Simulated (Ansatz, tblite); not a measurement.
Removing and adding an electron: In₉Sb₉H₂₄, a nanocrystal cut from wurtzite InSb (hydrogen-capped). Total charge 0; singlet. Geometry: PBE-D4/def2-SVP. Ansatz, gas phase; energy differences of separate SCF runs; the oxidised species was run as a doublet alone; the reduced species was run as a doublet alone.

```xyz
42

In   -1.9793    5.1105    1.9607
Sb    0.8233    4.4875    2.6630
Sb   -2.2022    2.6004    0.5548
In   -0.6477    2.4580   -1.8265
In    2.3639    2.1477    2.0032
Sb    2.0020    1.9273   -0.8192
Sb   -1.2818    0.0477   -3.2041
In   -0.0754   -0.1676   -5.8165
In    3.2918   -0.4275   -1.7874
Sb    2.5962   -0.4342   -4.5797
In   -2.1546    0.3111    2.2479
Sb    0.6565    0.0117    2.8211
Sb   -2.7232   -2.0059    0.6940
In   -1.1914   -2.3564   -1.6808
In    1.8394   -2.4960    2.1457
Sb    1.5157   -2.3726   -0.6874
In   -3.0548   -4.4145    2.2485
Sb   -0.1805   -4.3876    2.9364
H    -1.8491    6.4184    0.8266
H    -2.8222    5.0208    3.4757
H     1.8522    5.7933    2.2198
H     1.0692    4.6774    4.3553
H    -3.8101    2.5535   -0.0653
H    -0.6676    3.8991   -2.8104
H     3.9991    2.1445    2.6052
H     2.9773    3.2003   -1.4456
H    -2.9729    0.2295   -3.4835
H    -0.0306    1.3901   -6.5819
H    -0.3870   -1.7376   -6.4886
H     4.9902   -0.6084   -1.4439
H     3.6904    0.6956   -5.2773
H     3.4047   -1.8203   -5.2005
H    -3.0809    0.4608    3.7192
H     0.7643    0.0521    4.5389
H    -4.2841   -1.6386    0.0618
H    -1.5390   -3.8132   -2.5766
H     3.4386   -2.8199    2.7567
H     2.1775   -3.8667   -1.2295
H    -3.8499   -4.0509    3.7483
H    -3.2222   -5.7841    1.1950
H     0.0250   -4.5194    4.6397
H     0.5292   -5.9156    2.5869
```

In the def2 sets In, Sb take a core potential; there is no spin–orbit coupling. The xTB rows come from tblite. Single mean-field runs in def2-TZVP are fitted with def2-universal-jkfit.

(1) Estimate orbital energies and vertical ionisation energies and electron affinities at: GFN1-xTB; GFN2-xTB; PBE-D4/def2-TZVP; PBE0-D4/def2-TZVP.

Answers

(1) 
```json
{"level": "GFN1-xTB", "−HOMO (eV)": "9.49", "vertical IE (eV)": "10.69", "−LUMO (eV)": "7.62", "vertical EA (eV)": "6.49", "HOMO–LUMO gap (eV)": "1.87", "IE − EA (eV)": "4.20"}
{"level": "GFN2-xTB", "−HOMO (eV)": "10.32", "vertical IE (eV)": "11.48", "−LUMO (eV)": "7.81", "vertical EA (eV)": "6.54", "HOMO–LUMO gap (eV)": "2.51", "IE − EA (eV)": "4.94"}
{"level": "PBE-D4/def2-TZVP", "−HOMO (eV)": "5.70", "vertical IE (eV)": "–", "−LUMO (eV)": "2.84", "vertical EA (eV)": "1.71", "HOMO–LUMO gap (eV)": "2.86", "IE − EA (eV)": "–"}
{"level": "PBE0-D4/def2-TZVP", "−HOMO (eV)": "6.52", "vertical IE (eV)": "7.47", "−LUMO (eV)": "2.19", "vertical EA (eV)": "1.42", "HOMO–LUMO gap (eV)": "4.33", "IE − EA (eV)": "6.04"}
```

Run but left out: PBE-D4/def2-TZVP (charge +1 doublet: an occupied level 0.08 eV above an empty one).   Raw xTB energy differences between charge states are shifted by several eV; the methods need an empirical correction for them. Sets without diffuse functions give affinities that are too small.
